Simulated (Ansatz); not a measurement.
The cluster Li3N, relaxed as a singlet with RKS PBE0-D4/def2-TZVP in Ansatz, starting from the GFN2-xTB geometry. Force threshold 0.02 eV/Å.

The structure comes from a short search, and lower isomers may exist.

Start:

```xyz
4

Li    1.394    0.763    0.462
Li    0.081   -1.585   -0.502
Li   -1.468    0.672    0.413
N    -0.006    0.150   -0.374
```

(1) Estimate the energy that the relaxation releases and the steps that it takes.

(2) Does the start keep its bonding and symmetry?

(3) Predict the relaxed structure.

## Answers

(1) 2.3 kcal/mol, in 4 steps; 2.7 s on 4 threads of Arm Neoverse V1 on a shared host. No frequencies were taken in this run, so the end may be a saddle point.

(2) By distances, no bond broke or formed. The bond that changes most is Li1–N4, from 1.74 to 1.72 Å (atoms count from 1). Point group Cs at the start, D3h at the end, both within 0.05 Å; within 0.015 Å the end is C3v.

(3) 
Cartesian coordinates in Å:
```
Li 1.4511 0.8487 0.3574
Li 0.0719 -1.5919 -0.6436
Li -1.5230 0.7372 0.3008
N 0.0001 0.0060 -0.0146
```
Bond lengths (bridged metal pairs left out): 3 × Li–N 1.72 Å.
